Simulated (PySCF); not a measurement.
Compound: C₆H₁₁B.
Geometry (PBE0-D3(BJ)/def2-SVP, Å), atoms numbered from 1 in this order:
```xyz
18
C6H11B angstrom
C      3.8193    0.1678   -0.6489
C      2.6668   -0.1609   -0.1216
C      1.5094   -0.4911    0.3981
C      0.3192   -1.0012   -0.3597
B     -0.9886   -0.1080   -0.3668
C     -2.2368   -0.5977   -1.1878
C     -1.0351    1.2450    0.4285
H      4.6342   -0.5591   -0.7396
H      4.0112    1.1821   -1.0159
H      1.3929   -0.3582    1.4823
H      0.0108   -1.9923    0.0310
H      0.5844   -1.2023   -1.4137
H     -3.1551   -0.5362   -0.5786
H     -2.1596   -1.6055   -1.6210
H     -2.3993    0.1193   -2.0145
H     -0.9517    1.0185    1.5080
H     -1.9437    1.8461    0.2786
H     -0.1464    1.8591    0.2030
```

Linear response at B3LYP/def2-SVPD (PySCF, frozen core in the response, non-relativistic).

Static isotropic polarisability: 93.14 au (13.80 Å³), principal values 72.8, 79.2, 127.5 au.

What is the polarisability at 1064 nm and at the sodium D line?

94.16 au at 1064 nm (+1.1 %), 96.61 au at 589.3 nm (+3.7 %). The rise at 589.3 nm is 3.40 times that at 1064 nm; a pure ω² law gives 3.26. The lowest singlet lies at 240 nm, shorter than both wavelengths.

What is the isotropic C6 coefficient between two such molecules, C6 = (3/π)∫α(iω)² dω?

3210 au (Eh·bohr⁶) by a ten-point quadrature over imaginary frequencies, which is 1920 eV·Å⁶ or 185 J·nm⁶/mol.

Which effective excitation energy ω̄ makes London's formula C6 = (3/4)α²ω̄ exact here?

ω̄ = 4·C6/(3α²) = 0.493 Eh = 13.4 eV. A one-pole form α(ω) = α/(1 − ω²/ω̄²) fitted to the 1064 nm value gives 11.2 eV.

What three-body coefficient follows from the one-pole estimate C9 = (3/4)·α·C6?

224000 au. This is an estimate from the two numbers above, not a computed integral.

How anisotropic is the static polarisability, by Δα² = ½[(α1 − α2)² + (α2 − α3)² + (α3 − α1)²]?

Δα = 51.8 au, or 0.56 of the isotropic value.

What molar refraction at the D line follows from R = (4π/3)·N_A·α′, with α′ the polarisability volume?

α′ = 14.32 Å³ gives R = 36.11 cm³/mol, for isolated, non-vibrating species.

How many electrons N does the Slater–Kirkwood formula C6 = (3/4)·√N·α^(3/2) need to give this C6?

N = (4·C6/3)²/α³ = 22.7; the species has 52 electrons in all.

What does −C6/R⁶ come to at R = 12 Å between centres?

-62 J/mol. This is the leading, orientation-averaged term; C8 and higher terms are left out.

What n − 1 at the D line would an ideal gas of it have at 273.15 K and 1 atm (2.6868 × 10¹⁹ cm⁻³), by n − 1 = 2π·N·α′?

24.17 × 10⁻⁴, a formal value whether or not that pressure can be reached.

One conformer stands for the species.
